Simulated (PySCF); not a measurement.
## Interval between two levels of Zn³⁺ by level of theory

Zn³⁺ [Ar] 3d9 [2D5/2, M_J = 5/2] → Zn³⁺ [Ar] 3d8 4p1 [4G11/2, M_J = 11/2], as a difference of total energies. Computed with PySCF 2.14 in x2c-TZVPall-2c (6s7p4d1f, 54 functions), with the two-component X2C-1e Hamiltonian. Correlated levels: [Ne] frozen; the 6 highest virtual spinors dropped. "Screened" scales the spin-orbit matrix elements by Boettger's factors to mimic the two-electron term; Breit and QED terms are absent.

```
                    method  interval between two levels (cm⁻¹)
           GHF (spin-free)                              190050
          GMP2 (spin-free)                              205340
 GHF (screened spin-orbit)                              190040
GMP2 (screened spin-orbit)                              205360
```

The labels give the starting determinants; with spin-orbit coupling the two ends relaxed to ⟨J²⟩ = 8.75, ⟨L²⟩ = 6.00, ⟨S²⟩ = 0.75 and ⟨J²⟩ = 35.75, ⟨L²⟩ = 20.02, ⟨S²⟩ = 3.75.
